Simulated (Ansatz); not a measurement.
Reaction (ligand exchange at the Al–F bond): `[CH3][Al]([F])[F]` + H₂S → `[CH3][Al]([F])[SH]` + H–F

Isolated molecules relaxed with PBE0-D4/def2-TZVP in Ansatz; ΔE leaves out vibrations. CBS: MP2 limit from def2 TZ/QZ plus the TZ coupled-cluster correction, frozen cores. This one scheme is used for every species. Functionals use def2-TZVPP. B3LYP here is the variant with VWN-RPA as its local correlation; programs differ in this. One conformer a species, not always the lowest.

| level | ΔE (kJ/mol) |
| --- | --- |
| PBE-D4 | 64.4 |
| PBE0-D4 | 63.2 |
| B3LYP-D4 | 76.8 |
| r2SCAN0-D4 | 69.9 |
| ωB97M-V | 74.3 |
| B2PLYP | 79.5 |
| RPA@PBE/def2-TZVPP | 75.8 |
| MP2/def2-TZVPP | 71.0 |

(1) What does CCSD(T)/CBS give? (An estimate is asked.)

Largest T1 diagnostic among the species: 0.012.

Answers

(1) Computed: +70.9 kJ/mol. The listed levels differ from it by -6.5, -7.7, 5.9, -1.0, 3.4, 8.6, 4.9, 0.1 kJ/mol.

At CCSD(T), def2-SVP lies +12.8 kJ/mol from the extrapolated value and def2-TZVPP +2.3 kJ/mol. Leaving LDA and LC-ωPBE aside and taking each functional with its dispersion term where it has one, the values, not all of them listed here, spread over 19.3 kJ/mol, from HSE06-D4 to CAM-B3LYP-D4. The D4 term adds −5.4 kJ/mol with B3LYP and −3.1 kJ/mol with PBE0; it sums over pairs of atoms, weighted by their polarisabilities, and B3LYP, whose exchange is more repulsive, gets the larger term.
